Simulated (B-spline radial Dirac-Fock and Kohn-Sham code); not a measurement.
# Kohn-Sham estimates against Dirac-Fock for the levels of N

System: neutral nitrogen, [He] 2s1 2p4 (not the ground configuration).

The density-functional columns are spherical, spin-unpolarised Dirac-Kohn-Sham results without Breit or QED terms: −ε is minus the orbital energy of the initial state and ΔSCF the difference of two total energies. The reference in the last column comes from relaxed Dirac-Fock hole states (ΔSCF) with Breit and QED corrections and a finite nucleus. All numbers are from a radial atomic solver, in eV; a selection of levels is shown.

| level | LDA −ε | LDA ΔSCF | Dirac-Fock |
| --- | --- | --- | --- |
| L1 | 18.87 | 25.47 | 27.02 |
| L2,3 | 7.64 | 13.98 | 11.38 |

Values without a named source are computed, but for edge energies of neutral atoms, which are taken from tables.
